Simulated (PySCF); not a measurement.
An unknown is described by computed data only.

Formula: C3H5F3OSi.

| Property | Result |
| --- | --- |
| UV, first state | lowest singlet excitation: 6.41 eV (194 nm, f = 0.021) [TDDFT wB97X-D/def2-SVPD] |
| NMR, other nuclei | isotropic shieldings of nuclei other than C and H, by class: 315 (1 O), 278 (1 F), 298 (1 F), 359 (1 F), 367 (1 Si) ppm [GIAO PBE0/pcSseg-1] |
| 13C NMR | chemical shifts (computed TMS as zero) by class: 166.8 (1 C), 139.9 (1 C), 19.7 (1 C) ppm [GIAO PBE0/pcSseg-1] |
| Polarisability | 68.2 au [wB97X-D/def2-SVPD] |
| Triplet | lowest triplet excitation (Tamm–Dancoff): 4.55 eV [TDA wB97X-D/def2-SVPD] |
| Rotational structure | rotational constants A, B, C: 3.138, 0.924, 0.785 GHz [GFN2-xTB] |
| UV, strongest line | among the 8 lowest singlet transitions: S4 at 7.67 eV (162 nm, f = 0.353) [TDDFT wB97X-D/def2-SVPD] |
| 1H NMR | chemical shifts (computed TMS as zero) by class: 5.14 (2 H), 1.80 (2 H), 1.68 (1 H) ppm [GIAO PBE0/pcSseg-1] |
| Dipole | 1.10 D [wB97X-D/def2-SVPD] |

The electronic properties come from PySCF, for the isolated species, density fitting. Levels stand in brackets. Isolated species at its GFN2-xTB geometry (one conformer only). NMR values are class means; diastereotopic atoms form classes of their own.

Task: Give a SMILES that accounts for the data.

Result: Numbering: `[OH:1][SiH2:2][CH2:3][C:4]([F:5])=[C:6]([F:7])[F:8]`. Its formula, C3H5F3OSi, gives 1 degree of unsaturation: 0 rings and 1 π bond in the structure found. 3 carbons fall into 3 classes; from least to most shielded: =CF2 carbon [C6] (166.8 ppm), vinylic C–F carbon [C4] (139.9 ppm), sp3 carbon bound to silicon [C3] (19.7 ppm). Hydrogen classes from least to most shielded: 2 H on an oxygen-bound silicon, Si2 (5.14 ppm), 2 H on an sp3 carbon bound to silicon, C3 (1.80 ppm, a mean of values up to 0.5 ppm apart in this geometry), 1 H on a silanol oxygen, O1 (1.68 ppm). The other shieldings belong to: 315 ppm, silanol oxygen [O1]; 278 ppm, vinyl fluorine [F8]; 298 ppm, vinyl fluorine [F7]; 359 ppm, vinyl fluorine [F5]; 367 ppm, oxygen-bound silicon [Si2]. The optimised geometry has point group C1 and is an asymmetric top. Structure: `C(=C(F)F)(C[SiH2]O)F`. Computed isomers that give other values at the same levels: `CO[SiH2]C(F)=C(F)F` (13C chemical shifts (computed TMS as zero) by class: 175.7 (1 C), 133.9 (1 C), 53.8 (1 C) ppm). The assignments are read from this structure; whether some other isomer fits the data as well wasn't checked.

Conformer computed: `[OH:1][SiH2:2][CH2:3][C:4]([F:5])=[C:6]([F:7])[F:8]`: O1–Si2–C3–C4 64°, Si2–C3–C4–F5 -65°, H–O1–Si2–C3 -42°.
